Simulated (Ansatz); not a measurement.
A structure relaxed at PBE-D4/def2-SVP in Ansatz, charge 0, singlet:

Cartesian coordinates in Å:
```
Cd -0.522 0.178 -3.072
Cd 1.309 2.551 -1.143
Cd -1.860 1.715 -0.391
Cd -0.871 -2.212 -0.144
Cd 1.133 0.479 2.047
Te -0.951 2.909 -2.729
Te -0.227 -2.402 -2.817
Te 3.067 1.881 0.665
Te -1.693 -0.024 1.594
I -0.896 -4.223 1.640
I 1.511 -0.852 4.351
```

(1) Give its formula.

(2) Summarise the bond lengths by kind (pairs closer than 1.2 times the sum of covalent radii, bridged metal pairs left out).

## Answers

(1) Cd5Te4I2, a halide-capped cluster cut from zinc blende CdTe (2 I on the cations).

(2) 10 × Cd–Te 2.61 to 2.91 Å; 2 × Cd–I 2.69 Å.

In the def2 sets Cd, I, Te take a core potential; there is no spin–orbit coupling.
